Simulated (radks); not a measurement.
Question: Species: the hafnium ion Hf+. Configuration: [Xe] 4f14 5d1 6s2. All-electron calculation, Dirac Kohn-Sham, PBE, spin-unpolarised, spherical densities, point nucleus; open shells fill j = l - 1/2 first. Program: a radial shooting solver on a logarithmic mesh with Libxc functionals. Some entries of the table are withheld. Estimate them.

| orbital | occ. | eigenvalue (hartree) | <r> (bohr) | <1/r> (bohr^-1) |
|---|---|---|---|---|
| 1s1/2 | 2 | -2396.436 | 0.01898 | 83.85 |
| 2s1/2 | 2 | -409.8441 | 0.07976 | 20.32 |
| 2p1/2 | 2 | -391.4078 | 0.06612 | 20.28 |
| 2p3/2 | 4 | -347.6043 | 0.07385 | 17.23 |
| 3s1/2 | 2 | -93.63764 | 0.2081 | 7.454 |
| 3p1/2 | 2 | -85.47307 | 0.1981 | 7.367 |
| 3p3/2 | 4 | -76.08558 | 0.2125 | 6.581 |
| 3d3/2 | 4 | -62.28402 | 0.1863 | 6.472 |
| 3d5/2 | 6 | -60.23690 | 0.1908 | 6.284 |
| 4s1/2 | 2 | -19.13258 | 0.4681 | 3.124 |
| 4p1/2 | 2 | (1) | 0.4746 | (2) |
| 4p3/2 | 4 | (3) | 0.5075 | (4) |
| 4d3/2 | 4 | (5) | 0.5286 | 2.519 |
| 4d5/2 | 6 | (6) | 0.5401 | 2.453 |
| 5s1/2 | 2 | -2.79399 | 1.134 | 1.184 |
| 5p1/2 | 2 | -1.84552 | 1.261 | 1.051 |
| 5p3/2 | 4 | -1.55684 | 1.367 | 0.9561 |
| 4f5/2 | 6 | (7) | 0.6693 | 1.935 |
| 4f7/2 | 8 | (8) | 0.6818 | 1.904 |
| 6s1/2 | 2 | -0.43400 | 3.121 | 0.4050 |
| 5d3/2 | 1 | (9) | 2.134 | 0.6117 |
| 5d5/2 | 0 | (10) | 2.208 | 0.5902 |

Answer: 
(1) 4p1/2 eigenvalue (hartree): -15.78884
(2) 4p1/2 <1/r> (bohr^-1): 3.013
(3) 4p3/2 eigenvalue (hartree): -13.64108
(4) 4p3/2 <1/r> (bohr^-1): 2.739
(5) 4d3/2 eigenvalue (hartree): -8.15072
(6) 4d5/2 eigenvalue (hartree): -7.75750
(7) 4f5/2 eigenvalue (hartree): -0.98912
(8) 4f7/2 eigenvalue (hartree): -0.92499
(9) 5d3/2 eigenvalue (hartree): -0.40198
(10) 5d5/2 eigenvalue (hartree): -0.38131
